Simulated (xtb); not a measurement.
xtb input (GFN2-xTB):

```bash
xtb mol.xyz --gfn 2 --ohess tight --chrg -1 --uhf 0
```
mol.xyz:
```
5

Si    -0.07599312     0.04727617    -0.07477494
Br    -0.46129203    -1.62334984     1.49211305
Br     0.20992873     1.97768731     0.97021740
Br     1.76469459    -0.48874158    -1.29746006
O     -1.42973370     0.14270380    -1.08648243
```

Output:

```
           -------------------------------------------------
          |                Calculation Setup                |
           -------------------------------------------------

           -------------------------------------------------
          |                 G F N 2 - x T B                 |
           -------------------------------------------------

        Reference                      10.1021/acs.jctc.8b01176
      * Hamiltonian:
        H0-scaling (s, p, d)           1.850000    2.230000    2.230000
        zeta-weighting                 0.500000
      * Dispersion:
        s8                             2.700000
        a1                             0.520000
        a2                             5.000000
        s9                             5.000000
      * Repulsion:
        kExp                           1.500000    1.000000
        rExp                           1.000000
      * Coulomb:
        alpha                          2.000000
        third order                    shell-resolved
        anisotropic                    true
        a3                             3.000000
        a5                             4.000000
        cn-shift                       1.200000
        cn-exp                         4.000000
        max-rad                        5.000000

          ...................................................
          :                      SETUP                      :
          :.................................................:
          :  # basis functions                  44          :
          :  # atomic orbitals                  40          :
          :  # shells                           14          :
          :  # electrons                        32          :
          :  max. iterations                   250          :
          :  Hamiltonian                  GFN2-xTB          :
          :  restarted?                      false          :
          :  GBSA solvation                  false          :
          :  PC potential                    false          :
          :  electronic temp.          300.0000000     K    :
          :  accuracy                    1.0000000          :
          :  -> integral cutoff          0.2500000E+02      :
          :  -> integral neglect         0.1000000E-07      :
          :  -> SCF convergence          0.1000000E-05 Eh   :
          :  -> wf. convergence          0.1000000E-03 e    :
          :  Broyden damping             0.4000000          :
          :  net charge                         -1          :
          :  unpaired electrons                  0          :
          ...................................................

 iter      E             dE          RMSdq      gap      omega  full diag
   1    -18.3063858 -0.183064E+02  0.110E+01    6.42       0.0  T
   2    -18.3787181 -0.723323E-01  0.973E+00    4.65       1.0  T
   3    -18.4758294 -0.971113E-01  0.649E+00    5.37       1.0  T
   4    -18.4260995  0.497300E-01  0.453E+00    4.35       1.0  T
   5    -18.4990529 -0.729534E-01  0.125E+00    5.41       1.0  T
   6    -18.5040753 -0.502246E-02  0.599E-01    5.09       1.0  T
[...]
   center of mass at/Å    :        0.3620657      -0.0195649       0.2768203
  moments of inertia/u·Å² :        0.6135462E+03   0.6136570E+03   0.1008158E+04
rotational constants/cm⁻¹ :        0.2747573E-01   0.2747077E-01   0.1672122E-01

 * 4 selected distances

     #   Z          #   Z                                           value/Å
     1  14 Si       2  35 Br                                      2.2689283 (max)
     1  14 Si       3  35 Br                                      2.2689052
     1  14 Si       4  35 Br                                      2.2689048
     1  14 Si       5   8 O                                       1.5155215 (min)

 * 2 distinct bonds (by element types)

   Z      Z             #   av. dist./Å        max./Å        min./Å
   8 O   14 Si          1     1.5155215     1.5155215     1.5155215
  14 Si  35 Br          3     2.2689127     2.2689283     2.2689048

           -------------------------------------------------
          |               Frequency Printout                |
           -------------------------------------------------
 projected vibrational frequencies (cm⁻¹)
eigval :       -0.00     0.00     0.00     0.00     0.00     0.00
eigval :       86.95    86.98   130.70   205.51   205.60   294.71
eigval :      392.04   392.22  1339.08
 reduced masses (amu)
   1: 64.04   2: 78.21   3: 78.16   4: 79.75   5: 70.31   6: 63.33   7: 73.73   8: 73.72
   9: 68.09  10: 34.89  11: 34.87  12: 44.10  13: 33.82  14: 33.83  15: 20.53
 IR intensities (km·mol⁻¹)
   1:  1.35   2:  2.23   3:  1.96   4:  0.12   5:  3.00   6:  1.29   7:  2.12   8:  1.99
   9:  6.24  10: 67.50  11: 66.14  12:  4.46  13:131.74  14:132.54  15:213.51
Refinement of some symmetry elements was terminated before convergence was reached.
Some symmetry elements may remain unidentified.
Molecule has the following symmetry elements: (C3) 3*(sigma)
It seems to be the C3v point group
 Raman intensities (Ä⁴*amu⁻¹)
   1:  0.00   2:  0.00   3:  0.00   4:  0.00   5:  0.00   6:  0.00   7:  0.00   8:  0.00
   9:  0.00  10:  0.00  11:  0.00  12:  0.00  13:  0.00  14:  0.00  15:  0.00
 output can be read by thermo (or use thermo option).
 writing <g98.out> molden fake output.
 recommended (thermochemical) frequency scaling factor: 1.0
           -------------------------------------------------
          |             Thermodynamic Functions             |
           -------------------------------------------------

c3v symmetry found (for desy threshold:  0.10E+00) used in thermo

          ...................................................
          :                      SETUP                      :
          :.................................................:
          :  # frequencies                           9      :
          :  # imaginary freq.                       0      :
          :  linear?                             false      :
          :  only rotor calc.                    false      :
          :  symmetry                              c3v      :
          :  rotational number                       3      :
          :  scaling factor                  1.0000000      :
          :  rotor cutoff                   50.0000000 cm⁻¹ :
          :  imag. cutoff                  -20.0000000 cm⁻¹ :
          :.................................................:

    mode    ω/cm⁻¹     T·S(HO)/kcal·mol⁻¹    T·S(FR)/kcal·mol⁻¹   T·S(vib)
   ------------------------------------------------------------------------
       1     86.95    -1.11135 ( 90.14%)    -0.89255 (  9.86%)    -1.08979
       2     86.98    -1.11113 ( 90.16%)    -0.89244 (  9.84%)    -1.08961
       3    130.70    -0.87528 ( 97.90%)    -0.77185 (  2.10%)    -0.87311
       4    205.51    -0.62110 ( 99.65%)    -0.63778 (  0.35%)    -0.62116
       5    205.60    -0.62087 ( 99.65%)    -0.63766 (  0.35%)    -0.62093
       6    294.71    -0.43135 ( 99.92%)    -0.53100 (  0.08%)    -0.43143
   ------------------------------------------------------------------------

   temp. (K)  partition function   enthalpy   heat capacity  entropy
                                   cal/mol     cal/K/mol   cal/K/mol   J/K/mol
 298.15  VIB   84.1                 2743.518     14.075     17.859
         ROT  0.496E+06              888.752      2.981     29.043
         INT  0.417E+08             3632.270     17.056     46.902
         TR   0.463E+28             1481.254      4.968     42.808
         TOT                        5113.5241    22.0240    89.7099   375.3461

       T/K    H(0)-H(T)+PV         H(T)/Eh          T*S/Eh         G(T)/Eh
   ------------------------------------------------------------------------
    298.15    0.814892E-02    0.152882E-01    0.426241E-01   -0.273358E-01
   ------------------------------------------------------------------------

         :::::::::::::::::::::::::::::::::::::::::::::::::::::
         ::                  THERMODYNAMIC                  ::
         :::::::::::::::::::::::::::::::::::::::::::::::::::::
         :: total free energy         -18.538970173540 Eh   ::
         ::.................................................::
         :: total energy              -18.511634355976 Eh   ::
         :: zero point energy           0.007139321639 Eh   ::
         :: G(RRHO) w/o ZPVE           -0.034475139203 Eh   ::
         :: G(RRHO) contrib.           -0.027335817564 Eh   ::
         :::::::::::::::::::::::::::::::::::::::::::::::::::::

optimized geometry written to: xtbopt.xyz

           -------------------------------------------------
          | TOTAL ENERGY              -18.511634355976 Eh   |
          | TOTAL ENTHALPY            -18.496346115046 Eh   |
          | TOTAL FREE ENERGY         -18.538970173540 Eh   |
          | GRADIENT NORM               0.000027882181 Eh/α |
          | HOMO-LUMO GAP               6.405605163872 eV   |
           -------------------------------------------------

------------------------------------------------------------------------
Note: The following floating-point exceptions are signalling: IEEE_DENORMAL
normal termination of xtb
------------------------------------------------------------------------
 total:
 SCF:
 ANC optimizer:
 analytical hessian:
```

It need not be the lowest isomer of its formula. Whether it binds its extra electron was not tested at this geometry.
